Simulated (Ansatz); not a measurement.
Frontier orbitals of CH₉InSi₂, SMILES `[SiH3][CH2][InH][SiH3]`.

Total charge 0; spin multiplicity 1. Correlated methods include outer-core shells of In, which these sets cover unevenly. In takes the def2 core potential. All single points use the PBE0-D4/def2-TZVP geometry. It is one conformer, not always the lowest. Basis def2-TZVPP, the Gaussian-basis code of Ansatz.

Orbital energies of one run (eV). Highest occupied ones, from the top: -6.03, -6.49, -7.85, -7.97, -8.27, -8.34, -8.49, -9.96, -10.12, -12.52, -12.97, -16.54, -18.45, -18.56. Empty: -2.65, -1.00, -0.47, 0.22, 0.37, 0.47.

Problem. Which functional gave them?
A. HSE06 (plane-wave form)
B. r2SCAN0
C. BLYP
D. r2SCAN

Solution. C. HOMO energies: BLYP -6.03, HSE06 -6.82, r2SCAN0 -7.35, r2SCAN -6.41 eV.
